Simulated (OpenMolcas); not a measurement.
An atom or ion with 23 electrons was computed by MS-CASPT2, IPEA 0.25 Eh, imaginary shift 0.1 Eh with spin-orbit coupling (OpenMolcas, ANO-RCC-VTZP, DKH2). The lowest levels that the run gave, each within 12 % of the measured value where one is at hand:

| J | Parity | E (cm⁻¹) | g |
| --- | --- | --- | --- |
| 5/2 | even | 0.0 | 2.002 |
| 5/2 | even | 28700 | 0.571 |
| 7/2 | even | 28720 | 0.984 |
| 11/2 | even | 28730 | 1.273 |
| 9/2 | even | 28730 | 1.172 |
| 5/2 | even | 31390 | 1.593 |
| 3/2 | even | 31430 | 1.722 |
| 1/2 | even | 31480 | 2.650 |
| 7/2 | even | 34290 | 1.429 |
| 1/2 | even | 34340 | 0.018 |
| 3/2 | even | 34370 | 1.213 |
| 5/2 | even | 34380 | 1.379 |

Problem. Which ion is it, and what are the configurations and terms?

Solution. Mn2+ (Z = 25, charge +2; active space 5 electrons in 5 orbitals (3d)). J, parity and g give the terms where levels are pure, and mixed ones are named by the computed weights; the size of the splittings, set against known spectra of the 23-electron sequence, gives the charge. In order, with the measured energies in cm⁻¹ (Corliss and Sugar, J. Phys. Chem. Ref. Data 6, 1253 (1977)): 3d⁵ ⁶S_5/2, 3d⁵ ⁴G_5/2, 3d⁵ ⁴G_7/2 (26860), 3d⁵ ⁴G_11/2 (26824), 3d⁵ ⁴G_9/2, 3d⁵ ⁴P_5/2 (29168), 3d⁵ ⁴P_3/2, 3d⁵ ⁴P_1/2, 3d⁵ ⁴D_7/2 (32307), 3d⁵ ⁴D_1/2 (32369), 3d⁵ ⁴D_3/2, 3d⁵ ⁴D_5/2 (32384).

CASPT2 does not keep the components of a term degenerate, so their means are used; among the terms shown or strongly mixed into the levels shown the widest spread is 300 cm-1 (3d⁵ ⁴G). Blocks of more than 70 roots (2S+1 = 2 even) ran without multistate coupling. Terms from blocks run as CI alone lack orbitals of their own. Measured partners are found by configuration, term and J. A level has none where our copy of the source lacks it or the pairing is in doubt (some pairs that miss far off the trend of their configuration count as doubtful), and it then counts in no deviation. Only configurations of the active space appear.
